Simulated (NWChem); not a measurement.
All runs are NWChem calculations. System: C3H3F, charge 1, spin multiplicity 2, at the geometry of a parent with another charge or spin, in a state set for the comparison that need not be this species' ground state. Its SCF solution wasn't tested for a lower state.

Job file:

```
start mol
memory heap 200 mb stack 900 mb global 1100 mb
charge 1
geometry units angstroms nocenter noautoz
  C      1.890124     0.235672     0.000000
  C      0.573635     0.261609     0.000000
  C     -0.743688     0.335508     0.000000
  F     -1.551068    -0.747767     0.000000
  H      2.470550     0.222524    -0.940773
  H      2.470550     0.222524     0.940773
  H     -1.301910     1.288118     0.000000
  symmetry group Cs
end
basis spherical
  * library sto-3g
end
dft
  xc b3lyp
  odft
  mult 2
  semidirect memsize 60000000 filesize 0
  iterations 100
end
task dft energy
```

The output up to the point where the run's verdict is printed (cleaned and shortened):

```
             Northwest Computational Chemistry Package (NWChem) 7.3.0
             --------------------------------------------------------

                                NWChem Input Module
                                -------------------

 Scaling coordinates for geometry "geometry" by  1.889725989
 (inverse scale =  0.529177249)

 Turning off AUTOSYM since
 SYMMETRY directive was detected!

                             Geometry "geometry" -> ""
                             -------------------------

 Output coordinates in angstroms (scale by  1.889725989 to convert to a.u.)

  No.       Tag          Charge          X              Y              Z
 ---- ---------------- ---------- -------------- -------------- --------------
    1 C                    6.0000     1.89012400     0.23567200     0.00000000
    2 C                    6.0000     0.57363500     0.26160900     0.00000000
    3 C                    6.0000    -0.74368800     0.33550800     0.00000000
    4 F                    9.0000    -1.55106800    -0.74776700     0.00000000
    5 H                    1.0000     2.47055000     0.22252400    -0.94077300
    6 H                    1.0000     2.47055000     0.22252400     0.94077300
    7 H                    1.0000    -1.30191000     1.28811800     0.00000000

 Effective nuclear repulsion energy (a.u.)      98.4711667979

            Nuclear Dipole moment (a.u.)
            ----------------------------
        X                 Y               Z
 ---------------- ---------------- ----------------
     0.0000075589    -0.0000056692     0.0000000000

      Symmetry information
      --------------------

 Group name             Cs
 Group number              2
 Group order               2
 No. of unique centers     6

      Symmetry unique atoms

     1    2    3    4    5    7


 Summary of "ao basis" -> "" (spherical)
 ------------------------------------------------------------------------------
       Tag                 Description            Shells   Functions and Types
 ---------------- ------------------------------  ------  ---------------------
[...]
 d= 0,ls=0.5,diis    75   -212.6474368492 -5.44D-05  7.31D-05  1.20D-04     3.3
                                                     5.94D-04  1.16D-04
 d= 0,ls=0.5,diis    76   -212.6474947024 -5.79D-05  9.09D-05  9.62D-05     3.4
                                                     6.01D-04  9.43D-05
 d= 0,ls=0.5,diis    77   -212.6475332191 -3.85D-05  8.72D-05  9.77D-05     3.4
                                                     5.47D-04  9.35D-05
 d= 0,ls=0.5,diis    78   -212.6475590384 -2.58D-05  2.22D-05  1.09D-04     3.5
                                                     4.58D-04  1.02D-04
 d= 0,ls=0.5,diis    79   -212.6475992077 -4.02D-05  1.97D-05  9.29D-05     3.5
                                                     4.27D-04  8.66D-05
 d= 0,ls=0.5,diis    80   -212.6476339105 -3.47D-05  1.00D-04  7.99D-05     3.5
                                                     5.08D-04  7.40D-05
 d= 0,ls=0.5,diis    81   -212.6476765965 -4.27D-05  5.80D-05  5.80D-05     3.6
                                                     4.61D-04  5.50D-05
 d= 0,ls=0.5,diis    82   -212.6477103117 -3.37D-05  1.20D-04  4.47D-05     3.6
                                                     5.77D-04  4.28D-05
 d= 0,ls=0.5,diis    83   -212.6477414459 -3.11D-05  5.28D-05  3.73D-05     3.7
                                                     4.86D-04  3.61D-05
 d= 0,ls=0.5,diis    84   -212.6477679500 -2.65D-05  6.58D-05  3.14D-05     3.7
                                                     4.68D-04  3.05D-05
 d= 0,ls=0.5,diis    85   -212.6477940465 -2.61D-05  6.92D-05  2.28D-05     3.8
                                                     4.94D-04  2.29D-05
 d= 0,ls=0.5,diis    86   -212.6478137209 -1.97D-05  4.73D-05  2.16D-05     3.8
                                                     4.26D-04  2.17D-05
 d= 0,ls=0.5,diis    87   -212.6478273171 -1.36D-05  5.13D-05  2.56D-05     3.8
                                                     3.79D-04  2.40D-05
 d= 0,ls=0.5,diis    88   -212.6478470837 -1.98D-05  2.97D-05  1.71D-05     3.9
                                                     3.44D-04  1.66D-05
 d= 0,ls=0.5,diis    89   -212.6478616693 -1.46D-05  1.01D-04  1.35D-05     3.9
                                                     3.97D-04  1.32D-05
 d= 0,ls=0.5,diis    90   -212.6478765694 -1.49D-05  7.26D-05  8.55D-06     4.0
                                                     3.79D-04  9.25D-06
 d= 0,ls=0.5,diis    91   -212.6478879014 -1.13D-05  3.58D-05  7.24D-06     4.0
                                                     3.35D-04  8.05D-06
 d= 0,ls=0.5,diis    92   -212.6478974991 -9.60D-06  6.82D-05  6.51D-06     4.1
                                                     3.60D-04  7.28D-06
 d= 0,ls=0.5,diis    93   -212.6479056663 -8.17D-06  5.96D-05  6.48D-06     4.1
                                                     3.49D-04  7.25D-06
 d= 0,ls=0.5,diis    94   -212.6479127123 -7.05D-06  2.27D-05  6.87D-06     4.1
                                                     2.94D-04  7.50D-06
 d= 0,ls=0.5,diis    95   -212.6479199169 -7.20D-06  1.36D-05  5.78D-06     4.2
                                                     2.38D-04  6.34D-06
 d= 0,ls=0.5,diis    96   -212.6479264296 -6.51D-06  9.30D-05  4.07D-06     4.2
                                                     2.88D-04  4.65D-06
 d= 0,ls=0.5,diis    97   -212.6479294809 -3.05D-06  2.35D-05  5.90D-06     4.3
                                                     1.90D-04  6.24D-06
 d= 0,ls=0.5,diis    98   -212.6479347188 -5.24D-06  2.18D-05  3.82D-06     4.3
                                                     1.82D-04  4.30D-06
 d= 0,ls=0.5,diis    99   -212.6479380106 -3.29D-06  5.38D-05  3.41D-06     4.4
                                                     2.20D-04  3.79D-06
 d= 0,ls=0.5,diis   100   -212.6479394529 -1.44D-06  3.49D-05  4.98D-06     4.4
                                                     2.03D-04  5.00D-06
```

The run did not converge; its last values are not results. The next line reads: Calculation failed to converge. NWChem stopped with the message: dft energy failed.
